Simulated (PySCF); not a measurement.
# A thermochemical cycle for CsBr

MP2 in PySCF with def2-SVP on every atom (core potentials on Cs), for the lowest determinant that a PBE0 search found; no spin–orbit coupling. CsBr, a singlet (closed shell), has De = 3.75 eV to neutral atoms, and CsBr⁺, a doublet (π ↑), has De = 0.21 eV to Cs⁺ + Br.

At the same level the Cs atom ionises at 3.73 eV.

Question: What is the adiabatic ionisation energy of the molecule, and does ionisation strengthen or weaken the bond?

Answer: IE = IE(Cs) + De(neutral) − De(ion) = 3.73 + 3.75 − 0.21 = 7.27 eV. De changes by -3.54 eV, so ionisation weakens the bond.

Correlated steps freeze 9 core orbitals. Weak bonds: CsBr⁺. Basis-set superposition, not corrected here, can be much of De in a small basis, most of all at correlated wavefunction levels. These are scalar-relativistic numbers at best; spin–orbit coupling would shift them, the dissociation energy most. For an ion De counts to the pair picked by the measured ionisation energies or electron affinities, which need not be the lowest pair at this level. Where the molecule has an RHF reference, its open-shell atoms are computed with UHF. States were picked by a PBE0 search and need not be the measured ground states.
